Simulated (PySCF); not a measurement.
## Checking a proposed structure

A compound C4H9ClO2Si2 gives the data below (simulated from a calculation) and was assigned the structure `CO[SiH2]/C=C(/C=O)[SiH2]Cl`.

13C{1H} NMR (computed): δ 216.1 (C), 160.6 (C), 136.3 (CH2), 35.1 (CH3).

1H NMR (600 MHz, computed): δ 6.27 (br s, 1H), 6.04 (br s, 1H), 5.45 (s, 2H), 5.40 (s, 2H), 2.45 (s, 3H).

Rapidly exchanging positions averaged, gas phase, non-relativistic Hamiltonian, one computed conformer. PBE0/pcSseg-1 with gauge-including orbitals; coordinates at the GFN2-xTB level; PySCF.

Referencing at the same level of theory: TMS for 1H (σ = 31.72 ppm) and 13C (σ = 186.93 ppm).

(1) Compare with the shifts computed for the proposed structure, pairing carbons in order of shift.

(2) Which isomer fits?

## Answers

(1) Structure with atom numbers: `[CH3:1][O:2][SiH2:3]/[CH:4]=[C:5](/[CH:6]=[O:7])[SiH2:8][Cl:9]`; H(Xn) means a hydrogen on atom n.

| atom | computed for proposal | given list | difference |
| --- | --- | --- | --- |
| C6 | 201.3 | 216.1 | -14.8 |
| C4 | 174.7 | 160.6 | +14.1 |
| C5 | 165.7 | 136.3 | +29.4 |
| C1 | 53.2 | 35.1 | +18.1 |

The rms difference is 20.1 ppm and the largest +29.4 ppm at C5 (α carbon of a C=C–C=O unit). The carbon types in order of shift don't match either: CH, CH, C, CH3 for the proposal against C, C, CH2, CH3 in the data. The proposal doesn't fit.

(2) `C=C([SiH2]O[SiH2]Cl)C(C)=O`.

Carbon types of the structure: 2 × C, 1 × CH2, 1 × CH3, leaving 4 H on heteroatoms. δC 216.1: ketone carbonyl carbon; the double bond to the heteroatom, with no lone-pair donor beside it, deshields it most. δC 160.6: α carbon of a C=C–C=O unit; as expected for a trigonal carbon in a double bond. δC 136.3: β carbon of a C=C–C=O unit; conjugation with the carbonyl draws π density from the β position. δH 2.45: hydrogen on a methyl carbon α to a carbonyl; α to C=O.

The shifts were computed for this structure.

Shifts are as computed. Against solution values, carbons near 30 ppm lie about +3 ppm off and those near 130 ppm about +5 ppm. Of 1211 compounds with measured shifts, 218 miss one by over three times the rms of a fit or turn the order of signals round; such compounds aren't used in these exercises. Multiplicities follow the n + 1 count of equivalent neighbours, as no J values were calculated; m marks all less simple cases, F and P coupling included.
